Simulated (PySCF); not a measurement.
Si(All)(H)3 (C3H8Si), SMILES [SiH3]CC=C.

The structure is a stationary point at B3LYP-D3(BJ)/def2-SVP. One conformer was computed; it need not be the lowest.

These are TDA-PBE/def2-SVPD in PySCF values and carry that method's errors.

Vertical excitations. 

Question: Estimate the UV-visible absorptions. (An estimate is asked for; the answer gives what the named calculation found.)

Answer: 
| state | energy (eV) | λ (nm) | f | main pairs |
|---|---|---|---|---|
| S1 | 5.97 | 208 | 0.000 | HOMO→LUMO+1 99 % |
| S2 | 6.56 | 189 | 0.188 | HOMO→LUMO+2 78 %, HOMO→LUMO 17 % |
| S3 | 6.61 | 188 | 0.229 | HOMO→LUMO 47 %, HOMO→LUMO+2 20 %, HOMO→LUMO+4 15 % |
| S4 | 6.83 | 181 | 0.003 | HOMO→LUMO+3 97 % |
| S5 | 7.04 | 176 | 0.040 | HOMO→LUMO+4 71 %, HOMO→LUMO+6 12 % |
| S6 | 7.10 | 175 | 0.014 | HOMO→LUMO+5 95 % |
| S7 | 7.16 | 173 | 0.003 | HOMO−1→LUMO 92 % |
| S8 | 7.26 | 171 | 0.020 | HOMO−2→LUMO 92 % |
| S9 | 7.29 | 170 | 0.037 | HOMO→LUMO+6 71 % |
| S10 | 7.59 | 163 | 0.010 | HOMO→LUMO+7 79 %, HOMO−3→LUMO 19 % |
| T1 | 4.26 | 291 | 0 | HOMO→LUMO 97 % |
| T2 | 5.84 | 212 | 0 | HOMO→LUMO+1 99 % |
| T3 | 6.44 | 192 | 0 | HOMO→LUMO+2 99 % |
| T4 | 6.72 | 185 | 0 | HOMO→LUMO+3 92 % |
Triplets are in the Tamm–Dancoff approximation.
